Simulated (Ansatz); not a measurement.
Relaxation of the cluster Tl₂Br with UKS PBE-D4/def2-TZVP.

```sh
$ ansatz run in.yaml --threads 4 --pin off --events-out ev --progress --plain --max-ram 3916MiB
```

```yaml
crystal:
  periodic: [false, false, false]
  atoms:
    - {symbol: Tl, position_ang: [-1.650750, 0.067100, 0.182970]}
    - {symbol: Tl, position_ang: [0.814680, -0.372350, 1.390750]}
    - {symbol: Br, position_ang: [0.836070, 0.305250, -1.573710]}
basis:
  gaussian: {orbitals: def2-TZVP}
magnetization: {spin_polarized: true, initial_magnetization: 1}
hamiltonian: {xc: pbe, dispersion: d4}
scf: {lower_state_search: "off"}
output: {orbitals: {seedname: orbitals}}
relax: {f_tol: 0.02, max_steps: 100}
```

Run time 19 s (4 threads of Intel Xeon on a shared host).

Positions (Å) and forces (eV/Å) at steps 1, 2, 3, 4, 5, 6 of 6:

```xyz
3
step=1 energy=-79429.2135 eV
Tl   -1.651    0.067    0.183   -1.533    0.371   -1.178
Tl    0.815   -0.372    1.391    1.892   -0.243    0.514
Br    0.836    0.305   -1.574   -0.360   -0.128    0.664
3
step=2 energy=-79429.6900 eV
Tl   -1.785    0.107    0.049   -0.255    0.094   -0.336
Tl    1.007   -0.392    1.420    0.434   -0.032    0.015
Br    0.778    0.285   -1.468   -0.179   -0.062    0.321
3
step=3 energy=-79429.7556 eV
Tl   -1.826    0.124   -0.016   -0.212    0.043   -0.125
Tl    1.085   -0.396    1.417    0.230   -0.038    0.099
Br    0.741    0.272   -1.402   -0.018   -0.005    0.026
3
step=4 energy=-79429.7671 eV
Tl   -1.963    0.158   -0.125    0.220   -0.030    0.067
Tl    1.258   -0.418    1.462   -0.185    0.043   -0.133
Br    0.705    0.260   -1.337   -0.035   -0.013    0.066
3
step=5 energy=-79429.7718 eV
Tl   -1.854    0.131   -0.038   -0.156    0.030   -0.088
Tl    1.121   -0.401    1.427    0.165   -0.028    0.073
Br    0.733    0.270   -1.389   -0.010   -0.003    0.015
3
step=6 energy=-79429.7846 eV
Tl   -1.902    0.144   -0.079    0.008    0.001   -0.004
Tl    1.183   -0.408    1.442   -0.001    0.002   -0.008
Br    0.719    0.265   -1.363   -0.007   -0.003    0.013
```

In the def2 sets Tl takes a core potential; there is no spin–orbit coupling. The structure comes from a short search, and lower isomers may exist.
